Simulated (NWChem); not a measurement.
System: C2H9NSi; SMILES CC[SiH2]N

NWChem printed, in part:

```
             Northwest Computational Chemistry Package (NWChem) 7.3.0
             --------------------------------------------------------

 C1  symmetry detected

                             Geometry "geometry" -> ""
                             -------------------------

 Output coordinates in angstroms (scale by  1.889725989 to convert to a.u.)

  No.       Tag          Charge          X              Y              Z
 ---- ---------------- ---------- -------------- -------------- --------------
    1 Si                  14.0000    -0.57189798    -0.72168673     0.16387404
    2 N                    7.0000     0.92885481    -1.52437454    -0.19392369
    3 C                    6.0000    -0.50863115     1.06399873    -0.42722939
    4 C                    6.0000     0.60429705     1.90071905     0.20004757
    5 H                    1.0000    -1.63564429    -1.48592745    -0.55903513
    6 H                    1.0000    -0.94129939    -0.70580741     1.62471390
    7 H                    1.0000     1.77629949    -1.22113461     0.27439421
    8 H                    1.0000     0.92322310    -2.53596071    -0.26736693
    9 H                    1.0000    -0.40536407     1.04867393    -1.52592537
   10 H                    1.0000    -1.49443027     1.51612135    -0.21727930
   11 H                    1.0000     0.51973691     1.93533524     1.29866437
   12 H                    1.0000     0.58876278     2.94180042    -0.16000725
   13 H                    1.0000     1.59930840     1.49282856    -0.04183829

 Effective nuclear repulsion energy (a.u.)     174.7561747022

  xc_inp: hfexch multiplicative factor not found.

                                 NWChem DFT Module
                                 -----------------

 Summary of "ao basis" -> "ao basis" (spherical)
 ------------------------------------------------------------------------------
       Tag                 Description            Shells   Functions and Types
 ---------------- ------------------------------  ------  ---------------------
 Si                         def2-svp                 8       18   4s3p1d
 N                          def2-svp                 6       14   3s2p1d
 C                          def2-svp                 6       14   3s2p1d
 H                          def2-svp                 3        5   2s1p

            General Information
            -------------------
          SCF calculation type: DFT
          Wavefunction type:  closed shell.
          No. of atoms     :    13
          No. of electrons :    42
           Alpha electrons :    21
            Beta electrons :    21
          Charge           :     0
          Spin multiplicity:     1
          Use of symmetry is: off; symmetry adaption is: off
          Maximum number of iterations: 150
          AO basis - number of functions:   105
                     number of shells:    53
          Convergence on energy requested:  1.00D-06
          Convergence on density requested:  1.00D-05
          Convergence on gradient requested:  5.00D-04

              XC Information
              --------------
                     Hartree-Fock (Exact) Exchange  1.000

      Superposition of Atomic Density Guess
      -------------------------------------

 Sum of atomic energies:        -422.72585805

      Non-variational initial energy
      ------------------------------

 Total energy =    -425.095359
 1-e energy   =    -925.994164
 2-e energy   =     326.142631
 HOMO         =      -0.322718
 LUMO         =       0.057716

   convergence    iter        energy       DeltaE   RMS-Dens  Diis-err
 ---------------- ----- ----------------- --------- --------- ---------
 d= 0,ls=0.0,diis     1   -424.1358346908 -5.99D+02  4.98D-03  3.93D-01
 d= 0,ls=0.0,diis     2   -424.1876522300 -5.18D-02  1.76D-03  6.46D-02
 d= 0,ls=0.0,diis     3   -424.1956623713 -8.01D-03  6.60D-04  5.98D-03
 d= 0,ls=0.0,diis     4   -424.1966093067 -9.47D-04  9.93D-05  6.89D-05
 d= 0,ls=0.0,diis     5   -424.1966241046 -1.48D-05  3.46D-05  8.25D-06
  Resetting Diis
 d= 0,ls=0.0,diis     6   -424.1966258132 -1.71D-06  1.11D-05  4.76D-07
 d= 0,ls=0.0,diis     7   -424.1966259549 -1.42D-07  2.82D-06  2.93D-08

         Total DFT energy =     -424.196625954900
      One electron energy =     -930.254108884728
           Coulomb energy =      371.891169427831
    Exchange-Corr. energy =      -40.589861200177
 Nuclear repulsion energy =      174.756174702174

 Numeric. integr. density =        0.000000000000

                       DFT Final Molecular Orbital Analysis
                       ------------------------------------

 Vector   19  Occ=2.000000D+00  E=-4.640784D-01
              MO Center= -5.4D-01, -7.0D-01,  2.1D-02, r^2= 3.6D+00
   Bfn.  Coefficient  Atom+Function         Bfn.  Coefficient  Atom+Function
  ----- ------------  ---------------      ----- ------------  ---------------
    61      0.277753   5 H  s                66     -0.216586   6 H  s
    24      0.197891   2 N  pz               10     -0.195049   1 Si pz
    62      0.173963   5 H  s                38      0.171470   3 C  pz
    13     -0.167670   1 Si pz               27     -0.166606   2 N  pz
    81     -0.165959   9 H  s                22     -0.125800   2 N  px

 Vector   20  Occ=2.000000D+00  E=-4.318293D-01
              MO Center= -2.4D-01,  1.2D-01, -2.1D-01, r^2= 3.9D+00
   Bfn.  Coefficient  Atom+Function         Bfn.  Coefficient  Atom+Function
  ----- ------------  ---------------      ----- ------------  ---------------
    37      0.300059   3 C  py                9     -0.241812   1 Si py
    24     -0.227355   2 N  pz               61      0.204760   5 H  s
    27      0.193911   2 N  pz               96     -0.187762  12 H  s
    40      0.186468   3 C  py               51     -0.176467   4 C  py
    12     -0.154981   1 Si py               62      0.141558   5 H  s

 Vector   21  Occ=2.000000D+00  E=-3.882526D-01
              MO Center=  2.4D-01, -7.9D-01,  7.8D-02, r^2= 3.3D+00
   Bfn.  Coefficient  Atom+Function         Bfn.  Coefficient  Atom+Function
  ----- ------------  ---------------      ----- ------------  ---------------
    24      0.407191   2 N  pz               27     -0.376220   2 N  pz
    66      0.228790   6 H  s                67      0.223110   6 H  s
    37      0.201283   3 C  py               40      0.170146   3 C  py
    35     -0.124458   3 C  s                23     -0.122183   2 N  py
    10      0.119535   1 Si pz               21      0.109121   2 N  s

 Vector   22  Occ=0.000000D+00  E= 1.586552D-01
              MO Center=  7.9D-01, -3.7D-01,  1.6D-01, r^2= 7.2D+00
   Bfn.  Coefficient  Atom+Function         Bfn.  Coefficient  Atom+Function
  ----- ------------  ---------------      ----- ------------  ---------------
    49      1.375159   4 C  s                21      1.275370   2 N  s
    11     -0.704972   1 Si px               97     -0.629177  12 H  s
    72     -0.622815   7 H  s                77     -0.622719   8 H  s
   102     -0.620074  13 H  s                92     -0.501609  11 H  s
    62     -0.352253   5 H  s                82     -0.305903   9 H  s

 Vector   23  Occ=0.000000D+00  E= 1.837177D-01
              MO Center= -6.3D-01,  2.0D-01,  3.0D-02, r^2= 7.4D+00
   Bfn.  Coefficient  Atom+Function         Bfn.  Coefficient  Atom+Function
  ----- ------------  ---------------      ----- ------------  ---------------
    35      2.159553   3 C  s                12     -1.101563   1 Si py
    87     -0.868231  10 H  s                49      0.802297   4 C  s
    82     -0.798749   9 H  s                21     -0.705494   2 N  s
    92     -0.609634  11 H  s                97     -0.531702  12 H  s
    62     -0.329959   5 H  s                72      0.298462   7 H  s

 Vector   24  Occ=0.000000D+00  E= 2.240777D-01
              MO Center=  6.5D-01,  2.4D-01,  3.4D-03, r^2= 8.9D+00
   Bfn.  Coefficient  Atom+Function         Bfn.  Coefficient  Atom+Function
  ----- ------------  ---------------      ----- ------------  ---------------
    49      2.709482   4 C  s                35     -1.863286   3 C  s
   102     -1.292520  13 H  s                92     -0.896995  11 H  s
    11      0.823570   1 Si px               77      0.809522   8 H  s
    97     -0.753624  12 H  s                62      0.664574   5 H  s
    12      0.640089   1 Si py               21     -0.551452   2 N  s

     Multipole analysis of the density
     ---------------------------------

     L   x y z        total         alpha         beta         nuclear
     -   - - -        -----         -----         ----         -------
     0   0 0 0     -0.000000    -21.000000    -21.000000     42.000000

     1   1 0 0      0.333163      0.166581      0.166581      0.000000
     1   0 1 0     -0.092326     -0.046163     -0.046163     -0.000000
     1   0 0 1      0.161015      0.080508      0.080508      0.000000

     2   2 0 0    -25.677582    -61.945888    -61.945888     98.214194
     2   1 1 0     -1.521881     -1.707790     -1.707790      1.893698
     2   1 0 1      1.222882     -0.350784     -0.350784      1.924449
     2   0 2 0    -24.287316   -156.203297   -156.203297    288.119279
     2   0 1 1     -0.480647     -0.320703     -0.320703      0.160758
     2   0 0 2    -27.932893    -30.327291    -30.327291     32.721690

                                 NWChem DFT Module
                                 -----------------

[...]
```

Level: Hartree-Fock/def2-SVP, vertical spin-unrestricted ions. The geometry was optimised at PBE0/def2-SVP.

Q: Write an input that gives this output.

A: Several could match; the one computed here: the input that was run:
```
start job
memory heap 200 mb stack 900 mb global 1100 mb
geometry units angstroms noautoz
  Si    -0.540174    -0.722616     0.141933
  N      0.997017    -1.486010    -0.138886
  C     -0.499165     1.058883    -0.463590
  C      0.560257     1.931961     0.205399
  H     -1.548095    -1.522706    -0.621067
  H     -0.976561    -0.704278     1.584151
  H      1.813367    -1.155023     0.364561
  H      1.022699    -2.497962    -0.202335
  H     -0.345174     1.036815    -1.556216
  H     -1.505673     1.485007    -0.303422
  H      0.424417     1.973836     1.298606
  H      0.532530     2.968996    -0.165439
  H      1.576209     1.550028     0.013306
end
basis spherical
  Si library def2-svp
  N library def2-svp
  C library def2-svp
  H library def2-svp
end
dft
  xc hfexch
  iterations 150
  vectors input atomic output neutral.movecs
end
task dft energy
charge 1
dft
  odft
  mult 2
  vectors input atomic output cation.movecs
end
task dft energy
```
